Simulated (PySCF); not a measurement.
Species: C₃H₄F₃NSi.
Z-matrix (Å and degrees, GFN2-xTB geometry), rows numbered from 1:
```
N 
C   1  1.2561
Si  2  1.9137  1  128.76
C   3  1.9016  2  106.93  1   134.01
F   4  1.3491  3  117.45  2  -118.30
C   4  1.3232  3  124.19  2    61.95
F   6  1.3248  4  128.49  3   179.67
F   6  1.3322  4  121.18  3    -0.19
H   1  1.0197  2  115.94  3    -1.37
H   2  1.0908  1  114.26  3  -178.57
H   3  1.4608  2  111.68  1    18.58
H   3  1.4612  2  109.35  1  -108.83
```

Theory: CAM-B3LYP/def2-SVPD in PySCF (dipole) on a GFN2-xTB geometry, gas phase.

Masses are those of the commonest isotopes; rigid-rotor values at the optimised geometry. The values belong to one conformer with, in the numbering `[H]/[N:1]=[CH:2]\[SiH2:3][C:4]([F:5])=[C:6]([F:7])[F:8]`, N1–C2–Si3–C4 134°, C2–Si3–C4–F5 -118°.

What are A, B and C (MHz)?

Ia = 190.75, Ib = 514.81, Ic = 618.48 u·Å²; 505379 MHz·u·Å²/I gives A = 2649, B = 981.7, C = 817.1 MHz.

Classify the top.

An asymmetric top. Ray's parameter κ = (2B − A − C)/(A − C) = -0.820; −1 is the prolate and +1 the oblate limit.

Is it planar, by Δ = Ic − Ia − Ib?

Not planar: Δ = Ic − Ia − Ib = -87.08 u·Å². For a rigid frame Δ = −2 Σ m c², so Σ m c² = 43.54 u·Å² lies off the ab plane: 5.71 from hydrogen and 37.83 from heavier atoms. The atom farthest from that plane is 2.12 Å away.

Give the other two planar moments, Paa and Pbb, and the rms extents of the mass along the axes.

Paa = Σ m a² = (Ib + Ic − Ia)/2 = 471.27 and Pbb = Σ m b² = (Ia + Ic − Ib)/2 = 147.21 u·Å². With the mass M = 139.01 u, the rms extents √(P/M) along a, b and c are 1.84, 1.03, 0.56 Å.

Where do the levels up to J = 2 lie, in K?

Above 0(0,0), as E/k:
J = 1: 1(0,1) 0.086, 1(1,1) 0.166, 1(1,0) 0.174
J = 2: 2(0,2) 0.258, 2(1,2) 0.331, 2(1,1) 0.355, 2(2,1) 0.595, 2(2,0) 0.595

Which types of transition are allowed, and where do some lines up to J = 5 fall?

The dipole components are |μa| = 0.47 D, |μb| = 0.89 D, |μc| = 1.63 D. The squared components, which scale the intensities, stand as 0.08 : 0.30 : 1.00 (a : b : c). Some lines, for components of 0.1 D or more:

```json
{"type": "b", "branch": "Q", "J(Ka,Kc)": "1(1,0) ← 1(0,1)", "MHz": "1832", "lower level (cm⁻¹)": "0.060"}
{"type": "b", "branch": "Q", "J(Ka,Kc)": "2(1,1) ← 2(0,2)", "MHz": "2008", "lower level (cm⁻¹)": "0.180"}
{"type": "b", "branch": "Q", "J(Ka,Kc)": "5(1,4) ← 5(0,5)", "MHz": "3282", "lower level (cm⁻¹)": "0.887"}
{"type": "a", "branch": "R", "J(Ka,Kc)": "2(1,2) ← 1(1,1)", "MHz": "3433", "lower level (cm⁻¹)": "0.116"}
{"type": "c", "branch": "Q", "J(Ka,Kc)": "5(2,4) ← 5(1,4)", "MHz": "4070", "lower level (cm⁻¹)": "0.997"}
{"type": "c", "branch": "Q", "J(Ka,Kc)": "3(2,2) ← 3(1,2)", "MHz": "4764", "lower level (cm⁻¹)": "0.435"}
{"type": "a", "branch": "R", "J(Ka,Kc)": "3(2,2) ← 2(2,1)", "MHz": "5396", "lower level (cm⁻¹)": "0.413"}
{"type": "b", "branch": "Q", "J(Ka,Kc)": "3(2,2) ← 3(1,3)", "MHz": "5751", "lower level (cm⁻¹)": "0.402"}
{"type": "b", "branch": "R", "J(Ka,Kc)": "3(1,3) ← 2(0,2)", "MHz": "6657", "lower level (cm⁻¹)": "0.180"}
{"type": "a", "branch": "R", "J(Ka,Kc)": "4(2,3) ← 3(2,2)", "MHz": "7186", "lower level (cm⁻¹)": "0.594"}
{"type": "b", "branch": "R", "J(Ka,Kc)": "5(0,5) ← 4(1,4)", "MHz": "7709", "lower level (cm⁻¹)": "0.630"}
{"type": "c", "branch": "Q", "J(Ka,Kc)": "5(3,3) ← 5(2,3)", "MHz": "8462", "lower level (cm⁻¹)": "1.145"}
{"type": "a", "branch": "R", "J(Ka,Kc)": "5(1,5) ← 4(1,4)", "MHz": "8537", "lower level (cm⁻¹)": "0.630"}
{"type": "c", "branch": "Q", "J(Ka,Kc)": "4(3,2) ← 4(2,2)", "MHz": "8618", "lower level (cm⁻¹)": "0.839"}
{"type": "b", "branch": "Q", "J(Ka,Kc)": "4(3,1) ← 4(2,2)", "MHz": "8621", "lower level (cm⁻¹)": "0.839"}
{"type": "c", "branch": "R", "J(Ka,Kc)": "2(2,1) ← 1(1,1)", "MHz": "8930", "lower level (cm⁻¹)": "0.116"}
{"type": "a", "branch": "R", "J(Ka,Kc)": "5(3,3) ← 4(3,2)", "MHz": "9029", "lower level (cm⁻¹)": "1.126"}
{"type": "a", "branch": "R", "J(Ka,Kc)": "5(1,4) ← 4(1,3)", "MHz": "9349", "lower level (cm⁻¹)": "0.685"}
{"type": "c", "branch": "R", "J(Ka,Kc)": "5(1,4) ← 4(0,4)", "MHz": "12060", "lower level (cm⁻¹)": "0.594"}
{"type": "c", "branch": "R", "J(Ka,Kc)": "4(2,2) ← 3(1,2)", "MHz": "12120", "lower level (cm⁻¹)": "0.435"}
{"type": "b", "branch": "R", "J(Ka,Kc)": "5(2,4) ← 4(1,3)", "MHz": "13419", "lower level (cm⁻¹)": "0.685"}
{"type": "b", "branch": "R", "J(Ka,Kc)": "3(3,0) ← 2(2,1)", "MHz": "14154", "lower level (cm⁻¹)": "0.413"}
{"type": "b", "branch": "R", "J(Ka,Kc)": "5(3,3) ← 4(2,2)", "MHz": "17646", "lower level (cm⁻¹)": "0.839"}
{"type": "b", "branch": "R", "J(Ka,Kc)": "5(3,2) ← 4(2,3)", "MHz": "17831", "lower level (cm⁻¹)": "0.833"}
{"type": "c", "branch": "R", "J(Ka,Kc)": "4(4,0) ← 3(3,0)", "MHz": "19447", "lower level (cm⁻¹)": "0.886"}
```

No GFN2-xTB frequencies stand behind this structure, so it isn't proved a minimum. No vibrational averaging or centrifugal distortion is included, and the geometry carries the error of its method. Quadrupole hyperfine structure (14N) is left out.

Time: 76 s; peak memory 0.92 GiB. Hardware: one thread of an Arm Neoverse N1, no GPU (shared host). This is the CAM-B3LYP/def2-SVPD job that gave the dipole, with the excitations it also computed.
